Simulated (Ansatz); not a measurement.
Species: MgO, charge 0, multiplicity 3. This is an excited triplet: at this geometry the singlet lies 0.07 eV lower at CCSD(T)/CBS(def2-TZVPPD,def2-QZVPPD). 
Coordinates optimised at B3LYP-D3(BJ)/def2-TZVP (Ansatz, a program for electronic structure):
```xyz
2

Mg     0.0000     0.0000    -0.7564
O      0.0000     0.0000     1.1347
```
Charge 0, spin multiplicity 3.

Parts of the frozen-core correlation energy in def2-SVP (Ansatz, hartree). Frozen orbitals: 6; correlated occupied orbitals by spin: 5 and 3; virtual: 21 and 23. Open shells are spin-unrestricted. Spin-orbit coupling is left out. No relativistic terms.

| term | value |
|---|---|
| reference (HF) | -274.30191 |
| MP2 opposite-spin | -0.11510 |
| MP2 same-spin | ___ |
| CCSD correlation | ___ |
| (T) | ___ |
| CCSDT minus CCSD(T) | -0.00055 |
| CCSDT(Q) minus CCSD(T) | -0.00100 |
| T1 diagnostic | 0.023 |
| largest doubles amplitude | 0.042 |
| <S^2> of the reference | 2.008 |

**Question.** What belongs in the gaps?

**Answer.** 
- MP2 same-spin, value: -0.04013
- CCSD correlation, value: -0.16777
- (T), value: -0.00326
